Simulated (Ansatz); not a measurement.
A structure drawn as `O=C[Te][SiH3]`, with this starting geometry:

Cartesian coordinates in Å:
```
O -1.2847 1.5882 1.3870
C -1.4924 0.5018 0.9866
Te -1.2903 0.1729 -1.0648
Si 1.0946 -0.4387 -0.8108
H -1.7420 -0.3304 1.6577
H 1.2277 -1.5237 0.1411
H 1.7873 0.7712 -0.2119
H 1.6999 -0.7414 -2.0849
```

Total charge 0; spin multiplicity 1. Te takes the def2 core potential.

(1) Does it keep its bonds when Ansatz relaxes it at PBE-D4/def2-SVP and then PBE0-D4/def2-TZVP?

(2) Give the relaxed structure. (Estimate.)

Atoms count as bonded under 1.1 times the sum of their covalent radii (H–H under 0.85 Å, pairs among N, O and F under 1.55 Å), and a drawn bond as lost past 1.3 times.

Answers

(1) Yes, every drawn bond is still there and no new one forms.

(2) Ansatz gave: 
Z-matrix (Å, degrees):
```
Si
Te 1 2.492
H 1 1.489 2 104.8
H 1 1.483 2 111.3 3 118.8
H 1 1.483 2 111.3 3 -118.8
C 2 2.162 1 92.1 3 0.1
O 6 1.185 2 123.4 1 180.0
H 6 1.108 2 112.4 1 -0.0
```
No frequency check was run.
